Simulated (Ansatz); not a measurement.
Gas-phase electronic energies from Ansatz, PBE0-D4/def2-TZVP geometries. CCSD(T)/CBS adds triple-zeta CCSD(T) − MP2 to the extrapolated MP2 energy (def2 sets, frozen cores). Functionals use def2-TZVPP. For As, V outer-core shells are correlated without core-valence functions, which leaves a few kJ/mol of doubt a bond. Scalar relativity is left out up to krypton. One conformer a species, not always the lowest.

Reaction (redistribution): `C[SiH2][AsH2]` + `[O]=[V]([OH])([Cl])[Cl]` → `O[SiH2][AsH2]` + `[CH3][V](=[O])([Cl])[Cl]`

`C[SiH2][AsH2]`:

Cartesian coordinates in Å:
```
C -0.810 -1.309 -0.152
Si 0.504 -0.011 -0.456
As 0.659 1.406 1.436
H -0.869 -2.002 -0.995
H -1.791 -0.845 -0.025
H -0.587 -1.885 0.748
H 0.201 0.752 -1.697
H 1.837 -0.653 -0.625
H 1.496 2.431 0.684
H -0.640 2.118 1.083
```

`[O]=[V]([OH])([Cl])[Cl]`:

```xyz
6

O     1.570   -0.442    0.039
V     0.204    0.275   -0.004
O    -1.048   -0.929    0.008
Cl    0.038    1.533    1.723
Cl    0.098    1.437   -1.802
H    -0.863   -1.874    0.036
```

`O[SiH2][AsH2]`:

```xyz
8

O    -0.295   -0.848   -1.571
Si   -0.169    0.341   -0.433
As   -0.289   -0.768    1.639
H    -0.175   -0.601   -2.489
H     1.090    1.115   -0.622
H    -1.306    1.301   -0.514
H    -0.054    0.551    2.366
H     1.198   -1.091    1.624
```

`[CH3][V](=[O])([Cl])[Cl]`:

```xyz
8

C    -0.390    0.064   -0.991
V     0.406   -0.015    0.829
O     1.772    0.677    0.626
Cl   -0.870    1.128    2.112
Cl    0.643   -2.088    1.309
H    -0.467    1.114   -1.279
H     0.276   -0.470   -1.672
H    -1.371   -0.411   -0.934
```

```json
{"level": "PBE-D4", "ΔE (kJ/mol)": "57.0"}
{"level": "B97M-V", "ΔE (kJ/mol)": "43.5"}
{"level": "B2PLYP", "ΔE (kJ/mol)": "46.3"}
{"level": "PBE-QIDH", "ΔE (kJ/mol)": "43.5"}
{"level": "BHLYP", "ΔE (kJ/mol)": "21.6"}
{"level": "CCSD(T)/def2-SVP", "ΔE (kJ/mol)": "56.2"}
{"level": "HF/def2-TZVPP", "ΔE (kJ/mol)": "0.6"}
{"level": "MP2/CBS(def2)", "ΔE (kJ/mol)": "48.3"}
```

Problem. What does CCSD(T)/CBS give? (Best estimate.)

Solution. The calculation gave: +27.5 kJ/mol. The listed levels differ from it by 29.5, 16.0, 18.8, 16.0, -5.9, 28.7, -26.9, 20.8 kJ/mol.

Largest T1 diagnostic among the species: 0.032, so the coupled-cluster value is less sure than usual.

From PBE to PBE0 (25 % exact exchange), in def2-TZVPP and without D4, ΔE moves by −13.6 kJ/mol. Leaving LDA and LC-ωPBE aside and taking each functional with its dispersion term where it has one, the values, not all of them listed here, spread over 36.8 kJ/mol, from BHLYP-D4 to revPBE-D4. At CCSD(T), def2-SVP lies +28.7 kJ/mol from the extrapolated value and def2-TZVPP +5.5 kJ/mol.
